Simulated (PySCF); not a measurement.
# Re (rhenium, neutral): UHF calculation

Configuration: [Xe] 4f14 5d5 6s2, high-spin 6S determinant. Calculation: PySCF 2.14, in aug-cc-pVDZ-PP with ECP60MDF; a scalar-relativistic core potential.

| Quantity | Value |
| --- | --- |
| Total energy | -77.834749 hartree |
| One-electron energy | -133.0141 hartree |
| Hartree (Coulomb) energy | 63.0294 hartree |
| Exchange energy | -7.8501 hartree |
| ⟨S²⟩ | 8.7952 |
| ⟨L²⟩ | 0.000 |
| Sum of ⟨r⟩ | 25.61 bohr |
| Sum of ⟨r²⟩ | 59.32 bohr² |
| Time after the integrals | 0.3 s of wall time on 1 thread of Neoverse-N1 (shared host) |

| shell | electrons | mean orbital energy (eV) | rms radius, mean of both spins (bohr) |
| --- | --- | --- | --- |
| 5s α | 1 | -102.85 | 1.12 |
| 5s β | 1 | -96.927 | 1.12 |
| 5p α | 3 | -61.225 | 1.31 |
| 5p β | 3 | -52.661 | 1.31 |
| 5d α | 5 | -12.016 | 2.01 |
| 6s α | 1 | -8.866 | 3.63 |
| 6s β | 1 | -6.100 | 3.63 |

Energies and moments cover only the electrons outside the core potential. Spin-orbit coupling, which splits the p, d and f shells strongly at this Z, is absent.
